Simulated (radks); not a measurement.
Values are calculated unless marked as measured or tabulated.
Valence configurations of Cl (all share [Ne]). Code: a radial shooting solver on a logarithmic mesh with Libxc functionals. Model: non-relativistic Kohn-Sham, PBE, spin-unpolarised, spherical densities, point nucleus. Energies are relative to 3s2 3p5; eigenvalues in eV.

3s2 3p5: E (eV) 0.000; e(3p) -8.610; e(3s) -20.529
3s1.5 3p5.5: E (eV) 5.973; e(3p) -8.881; e(3s) -20.854
3s1 3p6: E (eV) 11.973; e(3p) -9.144; e(3s) -21.169

NIST lists [Ne] 3s2 3p5 as the ground configuration; this level of theory agrees among the configurations tried. The energies are those of spherical spin-averaged densities, not of single terms.
